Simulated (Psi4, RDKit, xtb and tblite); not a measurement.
Two geometries of SMILES CC(C)CC=O (C₅H₁₀O), relaxed at GFN2-xTB with one dihedral held; other torsions can differ between them too.

Structure A

```
16

C     -1.4832     0.9537     0.8046
C     -0.3847     0.1396     0.1242
C     -0.6922    -1.3489     0.3015
C      0.9892     0.5223     0.7303
C      1.9033    -0.6499     0.9317
O      2.3016    -1.0386     1.9928
H     -1.2855     2.0203     0.7197
H     -1.5444     0.6945     1.8588
H     -2.4471     0.7483     0.3442
H     -0.3813     0.3665    -0.9462
H     -0.0103    -1.9702    -0.2733
H     -1.7047    -1.5603    -0.0363
H     -0.6162    -1.6304     1.3495
H      0.8357     0.9895     1.7056
H      1.4940     1.2376     0.0785
H      2.2176    -1.1465    -0.0088
```

Structure B

```
16

C     -1.5095     0.9421     0.8429
C     -0.4199     0.1229     0.1554
C     -0.6864    -1.3733     0.3055
C      0.9650     0.5306     0.6876
C      1.1289     0.3236     2.1634
O      1.5139     1.1536     2.9386
H     -1.3354     2.0063     0.7033
H     -1.5233     0.7371     1.9116
H     -2.4862     0.6968     0.4321
H     -0.4315     0.3613    -0.9148
H      0.1270    -1.9569    -0.1201
H     -1.6036    -1.6385    -0.2156
H     -0.8051    -1.6504     1.3496
H      1.1583     1.5800     0.4569
H      1.7287    -0.0786     0.1947
H      0.8830    -0.6992     2.5082
```

Task: Which is lower in energy at the level Psi4 1.11 with PBE0-D3(BJ)/def2-TZVP // GFN2-xTB, and by how much?

Result: B is lower, by 2.63 kcal/mol (dihedral C1–C2–C4–C5: 140° in A, 60° in B).

E(B) − E(A) in kcal/mol at the other levels, on the same two geometries: GFN2-xTB (xtb and tblite) -2.35; MMFF94 // GFN2-xTB (RDKit) -4.63; PBE0/def2-TZVP // GFN2-xTB (Psi4) -2.55.
